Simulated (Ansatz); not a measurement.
Stepwise reaction of `[OH][Sc]([F])[F]` with hydrogen chloride, as a gas-phase model of exchange steps in deposition or etching. ΔE in kJ/mol; ΔG adds harmonic PBE0-D4 terms to CCSD(T)/CBS, at 1 bar.

Program: Ansatz. Geometries: PBE0-D4/def2-TZVP. ΔE: electronic, gas phase. CBS: MP2 limit from def2 TZ/QZ plus the TZ coupled-cluster correction, frozen cores. This one scheme is used for every species. DFT in def2-TZVPP. B3LYP here is the variant with VWN-RPA as its local correlation; programs differ in this. For Sc outer-core shells are correlated without core-valence functions, which leaves a few kJ/mol of doubt a bond. Scalar relativity is left out up to krypton. Each species was taken in one conformer, which may not be the lowest.

```json
{"step": "2", "reaction": "`[OH][Sc]([F])[Cl]` + HCl → `[OH][Sc]([Cl])[Cl]` + H–F", "PBE-D4": "14.3", "B3LYP-D4": "12.5", "ωB97M-V": "12.3", "CCSD(T)/CBS": "2.1", "ΔG(400 K)": "10.6"}
```

(1) Give the row of step 1, `[OH][Sc]([F])[F]` + HCl → `[OH][Sc]([F])[Cl]` + H–F. (Best estimate.)

(2) By hand: ΔE of the 2 steps together at CCSD(T)/CBS.

## Answers

(1) Ansatz gave: 
```
step                                              reaction  PBE-D4  B3LYP-D4  ωB97M-V  CCSD(T)/CBS  ΔG(400 K)
   1  `[OH][Sc]([F])[F]` + HCl → `[OH][Sc]([F])[Cl]` + H–F    11.5      10.0      8.7          0.2        4.4
```

(2) (0.2) + (2.1) = 2.3 kJ/mol, or 1.2 kJ/mol a step.

In ΔE the steps differ by no more than 1.9 kJ/mol. ΔG lies between 4.4 and 10.6 kJ/mol a step. PBE-D4 differs from CCSD(T)/CBS by 11.3 to 12.2 kJ/mol a step. Isolated molecules leave out the surface, adducts and barriers. Largest T1 diagnostic: 0.017.
